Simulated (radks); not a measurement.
Task: All-electron atom: O VI in [He] 2s1 (the NIST ground configuration). All-electron calculation, non-relativistic Kohn-Sham, PBE, spin-polarised, spherical densities, point nucleus; open shells are filled with parallel spins first. Program: a radial shooting solver on a logarithmic mesh with Libxc functionals. Some entries of the table are withheld. Estimate them.

| orbital | occ. | eigenvalue (eV) | r(max) (bohr) |
|---|---|---|---|
| 1s up | 1 | (1) | (2) |
| 1s down | 1 | (3) | (4) |
| 2s up | 1 | -128.2092 | (5) |

Result: 
(1) 1s up eigenvalue (eV): -655.2831
(2) 1s up r(max) (bohr): 0.1290
(3) 1s down eigenvalue (eV): -653.5949
(4) 1s down r(max) (bohr): 0.1291
(5) 2s up r(max) (bohr): 0.7602
